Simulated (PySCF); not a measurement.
Input for PySCF:
```python
from pyscf import gto, scf
from pyscf.geomopt import geometric_solver
from pyscf.hessian import thermo

mol = gto.M(
    atom='''
F     0.02137483   -1.05306722   -0.80331463
C     0.00000000   -0.00000000   -0.00000000
F    -0.20172491    1.12121488   -0.67594829
F    -0.99596699   -0.07435725    0.87019687
F     1.17631706    0.00620959    0.60906605
''',
    basis='6-31g',
    charge=1,
    spin=1,
    verbose=3,
)

def method(m):
    mf = scf.UHF(m)
    return mf

conv, mol_eq = geometric_solver.kernel(method(mol), maxsteps=100, convergence_set='GAU_TIGHT')
print('optimisation converged:', conv)
print(mol_eq.tostring(format='xyz'))
mf = method(mol_eq)
mf.kernel()
hess = mf.Hessian().kernel()
freq = thermo.harmonic_analysis(mf.mol, hess)
print('frequencies / cm-1', freq['freq_wavenumber'].round(1))
th = thermo.thermo(mf, freq['freq_au'], 298.15, 101325)
thermo.dump_thermo(mf.mol, th)
```

Task: What does this run give for the Mulliken (on the basis functions themselves) charges in atom order, total energy at the end of the optimisation?

Result: 
```yaml
Mulliken (on the basis functions themselves) charges in atom order: F1 -0.18, C2 1.42, F3 -0.03, F4 -0.03, F5 -0.18
total_energy_at_the_end_of_the_optimisation: -434.9067 Eh
```

These values belong to the state on which the SCF converged, which isn't shown to be the lowest.
